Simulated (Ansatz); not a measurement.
# What each rung costs, and what it gives

The pair of H2S (SMILES S, atoms 1–3) and AsH3 (SMILES [AsH3], atoms 4–7), both closed shells, in one local arrangement (a lower one may exist), relaxed at PBE0-D4/def2-TZVP:

```xyz
7
angstrom
S -0.6292 -0.2868 -2.2825
H -0.4631 1.0200 -2.0277
H 0.6931 -0.4872 -2.3877
As 0.2523 0.4402 1.3227
H 0.8364 -0.9467 1.1089
H 0.4711 0.3669 2.8294
H -1.1606 -0.1064 1.4369
```

Interaction energies are counterpoise-corrected; the time is that of the whole pair.

Computed with Ansatz 0.2.0 (basis: as named in each row); correlated methods freeze the cores. Filled d shells of the heavier atoms are correlated. The def2 sets are not built for correlating such inner shells, so the correlated values are less sure here. B3LYP uses VWN-RPA correlation. Extrapolation: Hartree–Fock as exp(−7.88 √X), correlation as X^−2.97.

Times are rough, for one single point on 2 threads of a shared host (Arm Neoverse V1).

The estimate by CCSD(T) at an estimated basis limit (MP2 extrapolated from triple and quadruple zeta, plus CCSD(T) − MP2 in triple zeta) is -0.054 eV.

| method | basis | time (s) | interaction energy (eV) | method less estimate |
| --- | --- | --- | --- | --- |
| PBE-D4 | def2-TZVPPD | 2 | -0.072 | -0.018 |
| revPBE-D4 | def2-TZVPPD | 2 | -0.060 | -0.006 |
| BLYP-D4 | def2-TZVPPD | 2 | -0.057 | -0.003 |
| PBE0-D4 | def2-TZVPPD | 3 | -0.066 | -0.013 |
| B3LYP-D4 | def2-TZVPPD | 3 | -0.060 | -0.007 |
| HSE06-D4 | def2-TZVPPD | 4 | -0.067 | -0.013 |
| r2SCAN-D4 | def2-TZVPPD | 4 | -0.053 | 0.000 |
| B2PLYP | def2-TZVPPD | 5 | -0.013 | 0.040 |
| wB97X-V | def2-TZVPPD | 8 | -0.055 | -0.002 |
| B97M-V | def2-TZVPPD | 11 | -0.058 | -0.004 |
| wB97M-V | def2-TZVPPD | 11 | -0.056 | -0.002 |
| MP2 | def2-QZVPPD | 15 | -0.058 | -0.005 |
| CCSD(T) | def2-TZVPPD | 57 | -0.038 | 0.015 |

T1 diagnostic: at most 0.012.
